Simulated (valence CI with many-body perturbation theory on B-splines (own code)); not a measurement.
# Which ion has this spectrum?

A relativistic CI+MBPT calculation for an atom or ion with 16 electrons gives these levels (cm⁻¹):

| J | Parity | E | g |
| --- | --- | --- | --- |
| 2 | even | 0 | 1.41 |
| 0 | even | 50794 |  |
| 1 | even | 90938 | 1.50 |
| 2 | even | 128353 | 1.08 |
| 0 | even | 251077 |  |
| 2 | odd | 582658 | 1.50 |
| 1 | odd | 626418 | 1.42 |
| 0 | odd | 677051 |  |
| 2 | odd | 730129 | 1.22 |
| 3 | odd | 732893 | 1.37 |
| 0 | odd | 737368 |  |
| 1 | odd | 740179 | 1.42 |
| 4 | odd | 748501 | 1.43 |
| 1 | odd | 751001 | 1.11 |

The energies are calculated, with errors of perhaps 400 cm⁻¹, more in some levels.

Which is it?
A. Kr20+
B. Rb21+
C. Sr22+
D. Se18+

B. Rb21+, ground level 3s2.3p4 3P_2.
